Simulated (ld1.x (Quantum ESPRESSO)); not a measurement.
**Cr, PAW: configuration errors across variants**

```
Element                 : chromium
Generator               : ld1.x (Quantum ESPRESSO) 7.5
Type                    : PAW
Functional              : LDA (PZ)
Relativity              : scalar-relativistic
Frozen core             : [Ar]
Valence charge          : 6
Reference configuration : 3d5 4s0 4p1
Partial waves           : 4s (bound, empty): rcut 2.10, rcutus 2.35 bohr; 4s channel at 0.1 Ry: rcut 2.10, rcutus 2.35 bohr; 4p (bound): rcut 3.20, rcutus 4.00 bohr; 4p channel at 1.65 Ry: rcut 3.20, rcutus 4.00 bohr; 3d (bound): rcut 1.00, rcutus 1.40 bohr; 3d channel at 3.05 Ry: rcut 1.00, rcutus 1.40 bohr
Local potential         : all-electron potential smoothed inside 1.30 bohr (lloc = -1)
Core correction         : a·sin(br)/r model core inside 1.20 bohr
Augmentation charge     : BESSEL, radius 1.15 bohr
```

All-electron excitation energies from the reference (eV): (1) 3d5 4s1 4p0 -3.204; (2) 3d5 4s0 4p0 3.937; (3) 3d4 4s0 4p0 20.280; (4) 3d5 4s0.5 4p0 -0.385; (5) 3d4 4s1 4p0 5.048; (6) 3d4 4s1 4p1 0.409; (7) 3d3 4s0 4p0 51.306; (8) 3d5 4s0 4p1 spin -4.724; (9) 3d5 4s1 4p0 spin -8.120.

Spin tests fill each open shell by Hund’s rule, majority spin first.

The overlap operator is not positive definite (basis up to 400 Ry) in “local potential all-electron potential smoothed inside 3.96 bohr (lloc = -1)”. Such files are unfit for use, however small their errors in these radial tests.

Tests that are not counted but printed errors over 1 eV. “waves 4p (bound): rcut 2.40, rcutus 2.54 bohr; 4p channel at 1.65 Ry: rcut 2.40, rcutus 2.54 bohr”: 3d4 4s1 4p1 (pseudo-atom not self-consistent, printed error -29.6 eV).

2 further variants failed, have other tests or another functional or relativity, and are left out.

A true bound ghost makes a file unfit for plane-wave use even where its test errors are small: the radial tests pick states by their node count and pass the ghost by. Where a test does run into it, the solver fails or the error is huge.

Errors AE − PS in meV (a dash: test not solved or not reliable):

```csv
change,(1),(2),(3),(4),(5),(6),(7),(8),(9),bound ghosts
base,-1.6,+6.6,-93,+2.8,-83,-86,-937,-11,-6.5,s
"all radii but the core radius scaled by about 1.26 (s 2.96, p 5.02, d 1.76 bohr, rcut 2.64/4.02/1.26); local potential all-electron potential smoothed inside 1.64 bohr (lloc = -1); augmentation BESSEL, radius 1.44 bohr",-1.1,-1.8,-109,+0.1,-119,-115,-942,-11,-7.2,s
local potential all-electron potential smoothed inside 3.96 bohr (lloc = -1),–,–,–,–,–,–,–,–,–,not determined (overlap not positive)
"waves 4p (bound): rcut 2.40, rcutus 2.54 bohr; 4p channel at 1.65 Ry: rcut 2.40, rcutus 2.54 bohr",-0.4,-2.1,-110,-0.2,-88,–,-945,-11,-6.8,s
local potential all-electron potential smoothed inside 2.65 bohr (lloc = -1),–,–,–,–,–,–,–,–,–,none
```

Problem. Give the same row for: wave 3d channel at 3.05 Ry: rcut 1.00, rcutus 1.40 bohr becomes 3d channel at -0.02 Ry: rcut 1.00, rcutus 1.40 bohr.

Solution. +19, +36, -115, +28, -100, -80, -973, -10, +20; bound ghosts: s.
